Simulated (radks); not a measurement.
Initial-state core-level shifts of neutral praseodymium when its valence configuration changes from [Xe] 4f3 6s2. Method: scalar-relativistic Kohn-Sham, PBE, spin-unpolarised, spherical densities, finite nucleus; Fermi nuclear charge, rms radius 4.8919 fm; computed with a radial shooting solver on a logarithmic mesh with Libxc functionals. Shifts are changes of the shell-averaged eigenvalues in eV (positive: less bound); the change of the density at the nucleus, which sets a Mossbauer isomer shift, is in e/bohr^3, on a base of 4.336e+05.

| valence | 3p | 3d | 5s | 5p | density at nucleus |
|---|---|---|---|---|---|
| 4f3 6p2 | -2.142 | -2.146 | -2.283 | -2.251 | -32.58 |
| 4f2 5d1 6p2 | -9.592 | -9.504 | -5.390 | -4.713 | -12.81 |
| 4f2.5 5d1 6p1.5 | -4.291 | -4.247 | -2.441 | -2.180 | -24.58 |
| 4f2.5 6p2.5 | -7.020 | -6.988 | -5.200 | -4.767 | -21.98 |
| 4f2 6s2 6p1 | -10.500 | -10.424 | -6.211 | -5.389 | +34.13 |
| 5d1 6s2 6p2 | -34.268 | -33.956 | -16.469 | -13.922 | +112.14 |
| 4f3 5d0.5 6s1.5 | +0.552 | +0.557 | +0.650 | +0.607 | -9.71 |
| 4f3 6s1 6p1 | -1.105 | -1.107 | -1.183 | -1.170 | -15.34 |
